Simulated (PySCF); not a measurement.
Stepwise substitution at one centre (Ge F-Cl). All species are isolated molecules in the gas phase. Strings in code marks are SMILES.

The dipole moment from two functionals at the same geometries (B3LYP-D3(BJ)/def2-TZVP), both in PySCF: PBE-D3(BJ)/def2-TZVP and B3LYP-D3(BJ)/def2-TZVP. B3LYP has the VWN-RPA correlation part, as in Gaussian. 

```json
[
 {"species": "1 of 4 F replaced by Cl (`[F][Ge]([F])([F])[Cl]`)", "B3LYP-D3(BJ)/def2-TZVP (D)": "1.28"},
 {"species": "2 of 4 F replaced by Cl", "B3LYP-D3(BJ)/def2-TZVP (D)": "1.27"},
 {"species": "3 of 4 F replaced by Cl (`[F][Ge]([Cl])([Cl])[Cl]`)", "B3LYP-D3(BJ)/def2-TZVP (D)": "0.95"},
 {"species": "4 of 4 F replaced by Cl (`[Cl][Ge]([Cl])([Cl])[Cl]`)", "B3LYP-D3(BJ)/def2-TZVP (D)": "0.00"}
]
```

What does PBE-D3(BJ)/def2-TZVP give for each?


- 1 of 4 F replaced by Cl (`[F][Ge]([F])([F])[Cl]`): 1.16
- 2 of 4 F replaced by Cl: 1.15
- 3 of 4 F replaced by Cl (`[F][Ge]([Cl])([Cl])[Cl]`): 0.86
- 4 of 4 F replaced by Cl (`[Cl][Ge]([Cl])([Cl])[Cl]`): 0.00
Over these rows, drawn at random from the members with no instability flagged (it was tested for open shells, ions and some series alone), PBE minus B3LYP-D3(BJ): mean -0.08 D, from -0.12 D to 0.00 D.
